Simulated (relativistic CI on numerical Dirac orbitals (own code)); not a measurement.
# What each ingredient does to the levels of Cs XXIX

Base calculation: Dirac-Coulomb-Breit CI, separate exchange-only KLI orbitals for each configuration, a model potential for QED, unscaled Slater integrals.

Configuration list (outside the closed core [Ne]): 3s²3p⁶3d⁹, 3s²3p⁵3d¹⁰, 3s3p⁶3d¹⁰, 3s²3p⁶3d⁸4s, 3s²3p⁶3d⁸4p, 3s²3p⁶3d⁸4d, 3s²3p⁴3d¹⁰4s, 3s²3p⁶3d⁸4f, 3s²3p⁵3d⁹4s, 3s²3p⁴3d¹⁰4p, 3s²3p⁶3d⁷4s², 3s²3p⁵3d⁹4p, 3s²3p⁴3d¹⁰4d, 3s3p⁵3d¹⁰4s, 3s²3p⁶3d⁷4s4p, 3s3p⁵3d¹⁰4p, 3s²3p⁶3d⁸5s, 3s²3p⁵3d⁹4d, 3s²3p⁶3d⁷4p², 3s3p⁶3d⁹4s, 3s²3p⁶3d⁸5p, 3s²3p⁶3d⁷4s4d, 3s3p⁵3d¹⁰4d, 3s²3p⁶3d⁸5d, 3p⁶3d¹⁰4s, 3s²3p⁶3d⁷4p4d, 3s3p⁶3d⁹4p, 3s²3p⁵3d⁹4f, 3s²3p⁵3d⁸4s², 3s²3p⁶3d⁸5f, 3p⁶3d¹⁰4p, 3s²3p⁶3d⁸5g, 3s²3p⁵3d⁸4s4p, 3s²3p⁶3d⁷4d², 3s3p⁶3d⁹4d, 3s²3p⁶3d⁸6s. Levels of other configurations are missing.

Variants: (1) Breit term removed; (2) non-relativistic limit. Shifts of the energy above 3s²3p⁶3d⁹ ²D5/2, in eV, for the lowest level and the first level of each name with at least 55 % of one term (blank where a level changes its place among those of its configuration and J or its character, or is not in the variant):

| Level | Base | Δ(1) | Δ(2) |
| --- | --- | --- | --- |
| 3s²3p⁶3d⁹ ²D5/2 | 0.000 | 0.000 | 0.000 |
| 3s²3p⁶3d⁹ ²D3/2 | 14.904 | +0.422 | -14.904 |
| 3s²3p⁵3d¹⁰ ²P°3/2 | 265.979 | +0.995 | -19.980 |
| 3s²3p⁵3d¹⁰ ²P°1/2 | 337.190 | +1.922 | -91.191 |
| 3s3p⁶3d¹⁰ ²S1/2 | 483.930 | +0.887 | -102.489 |
| 3s²3p⁶3d⁸4s ⁴F9/2 | 658.931 | +0.260 | +39.817 |
| 3s²3p⁶3d⁸4s ²F7/2 | 660.928 | +0.229 |  |
| 3s²3p⁶3d⁸4s ⁴F7/2 | 673.611 | +0.579 |  |
| 3s²3p⁶3d⁸4s ⁴F5/2 | 673.910 | +0.552 |  |
| 3s²3p⁶3d⁸4s ⁴P1/2 | 676.311 | -0.102 | +31.321 |
| 3s²3p⁶3d⁸4s ⁴P3/2 | 682.770 | +0.328 | +24.862 |
| 3s²3p⁶3d⁸4s ²P1/2 | 684.243 | +0.288 | +26.342 |
| 3s²3p⁶3d⁸4s ²G9/2 | 684.542 | +0.773 | +27.692 |
| 3s²3p⁶3d⁸4s ²G7/2 | 684.722 | +0.742 | +27.513 |
| 3s²3p⁶3d⁸4s ²S1/2 | 709.471 | +0.601 | +18.817 |
| 3s²3p⁶3d⁸4p ⁴D°7/2 | 713.845 | -0.116 | +33.763 |
| 3s²3p⁶3d⁸4p ⁴G°7/2 | 728.663 | +0.292 | +21.220 |
| 3s²3p⁶3d⁸4p ⁴G°11/2 | 735.822 | +0.276 | +14.060 |
| 3s²3p⁶3d⁸4p ⁴P°1/2 | 736.446 | -0.010 | +19.568 |
| 3s²3p⁶3d⁸4p ⁴F°9/2 | 737.544 | +0.240 | +13.925 |
| 3s²3p⁶3d⁸4p ²D°5/2 | 739.092 | +0.169 | +13.891 |
| 3s²3p⁶3d⁸4p ²H°9/2 | 739.466 | +0.486 |  |

At this charge energies of transitions that change n are usually good to better than 1 %, and those within a shell (Δn = 0) to a few per cent.

Ionisation energy from the two ground configurations alone: base 1671.69 eV; Breit term removed 1672.48 eV. The NIST ASD value (theoretical) is 1672 eV.

LS names give the leading component of a level, which can be under half, so a name can repeat, a term be missing and a line seem to break the LS rules.
